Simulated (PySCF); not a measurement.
# Radial density of Ni⁺ (nickel, charge +1)

MN15, [Ar] 3d9, 2D determinant. Calculation: PySCF 2.14, in def2-SVP; no relativity, point nucleus.

```json
{"r (bohr)": "0.00101", "4πr²ρ (e/bohr)": "0.1775", "4πr²(ρα − ρβ)": "0.0000"}
{"r (bohr)": "0.00170", "4πr²ρ (e/bohr)": "0.4902", "4πr²(ρα − ρβ)": "0.0000"}
{"r (bohr)": "0.00286", "4πr²ρ (e/bohr)": "1.309", "4πr²(ρα − ρβ)": "0.0000"}
{"r (bohr)": "0.00481", "4πr²ρ (e/bohr)": "3.303", "4πr²(ρα − ρβ)": "0.0000"}
{"r (bohr)": "0.00808", "4πr²ρ (e/bohr)": "7.803", "4πr²(ρα − ρβ)": "0.0000"}
{"r (bohr)": "0.0136", "4πr²ρ (e/bohr)": "16.21", "4πr²(ρα − ρβ)": "-0.0001"}
{"r (bohr)": "0.0229", "4πr²ρ (e/bohr)": "27.55", "4πr²(ρα − ρβ)": "-0.0001"}
{"r (bohr)": "0.0385", "4πr²ρ (e/bohr)": "33.72", "4πr²(ρα − ρβ)": "-0.0001"}
{"r (bohr)": "0.0647", "4πr²ρ (e/bohr)": "28.38", "4πr²(ρα − ρβ)": "0.0005"}
{"r (bohr)": "0.109", "4πr²ρ (e/bohr)": "29.49", "4πr²(ρα − ρβ)": "0.0105"}
{"r (bohr)": "0.183", "4πr²ρ (e/bohr)": "38.06", "4πr²(ρα − ρβ)": "0.0937"}
{"r (bohr)": "0.308", "4πr²ρ (e/bohr)": "20.72", "4πr²(ρα − ρβ)": "0.4130"}
{"r (bohr)": "0.518", "4πr²ρ (e/bohr)": "18.73", "4πr²(ρα − ρβ)": "0.9061"}
{"r (bohr)": "0.871", "4πr²ρ (e/bohr)": "16.14", "4πr²(ρα − ρβ)": "0.8475"}
{"r (bohr)": "1.47", "4πr²ρ (e/bohr)": "4.247", "4πr²(ρα − ρβ)": "0.3280"}
{"r (bohr)": "2.47", "4πr²ρ (e/bohr)": "0.5704", "4πr²(ρα − ρβ)": "0.0428"}
{"r (bohr)": "4.15", "4πr²ρ (e/bohr)": "0.003127", "4πr²(ρα − ρβ)": "-0.0013"}
{"r (bohr)": "6.97", "4πr²ρ (e/bohr)": "4.470e-05", "4πr²(ρα − ρβ)": "0.0000"}
```
